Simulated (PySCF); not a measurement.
C5H7NO2.
Numbering: `[CH3:1][O:2][c:3]1[cH:4][cH:5][c:6]([NH2:7])[o:8]1` (hydrogens: H9, H10, H11 on C1; H12 on C4; H13 on C5; H14, H15 on N7)

Structure used (GFN2-xTB), in Å, numbered top down from 1:
```xyz
15
C5H7NO2 angstrom
C      2.501    0.373    0.702
O      1.949   -0.630   -0.125
C      0.616   -0.553   -0.323
C     -0.191   -1.353   -1.064
C     -1.505   -0.815   -0.925
C     -1.390    0.268   -0.113
N     -2.306    1.224    0.306
O     -0.096    0.441    0.272
H      3.571    0.183    0.728
H      2.089    0.319    1.715
H      2.308    1.370    0.294
H      0.103   -2.207   -1.634
H     -2.400   -1.188   -1.377
H     -2.007    1.710    1.139
H     -3.245    0.864    0.383
```

Vertical excitations from PySCF (density fitting, frozen core in the response, grid level 2 and gas phase unless stated; continuum runs use non-equilibrium linear response for the excitations) on a GFN2-xTB geometry. Reference run:

```
                              settings    S1, eV (f)    S2, eV (f)    S3, eV (f)    S4, eV (f)    S5, eV (f)    S6, eV (f)  T1, eV (Tamm–Dancoff)  mean α (au)
PBE0/def2-SVPD, full TDDFT, 6 singlets  4.43 (0.006)  5.12 (0.012)  5.48 (0.080)  5.54 (0.141)  5.82 (0.002)  6.09 (0.017)                   3.66         74.7
```

What do these settings give: mPW1PW91/6-311+G(2d,p), IEF-PCM chloroform, grid level 4, full TDDFT, 1 singlet?

```csv
settings,"S1, eV (f)","S2, eV (f)","S3, eV (f)","S4, eV (f)","S5, eV (f)","S6, eV (f)","T1, eV (Tamm–Dancoff)",mean α (au)
"mPW1PW91/6-311+G(2d,p), IEF-PCM chloroform, grid level 4, full TDDFT, 1 singlet",4.10 (0.005),–,–,–,–,–,–,90.8
```

S1 moves by -0.33 eV; functional, basis and environment change together, so the shift can't be laid on one. States are counted by energy in each run and needn't keep their character from row to row.

All basis functions are spherical, in the Pople sets too.

Give the leading configurations of S1 (H = HOMO, L = LUMO) and the HOMO–LUMO gap of each run.

```json
{"settings": "PBE0/def2-SVPD, full TDDFT, 6 singlets", "S1 configurations (weight)": "H→L 0.97", "S1 (eV)": "4.43", "orbital gap (eV)": "5.54", "S1 − gap (eV)": "-1.11"}
{"settings": "mPW1PW91/6-311+G(2d,p), IEF-PCM chloroform, grid level 4, full TDDFT, 1 singlet", "S1 configurations (weight)": "H→L 0.98", "S1 (eV)": "4.10", "orbital gap (eV)": "5.15", "S1 − gap (eV)": "-1.05"}
```

Geometry: GFN2-xTB, one conformer.
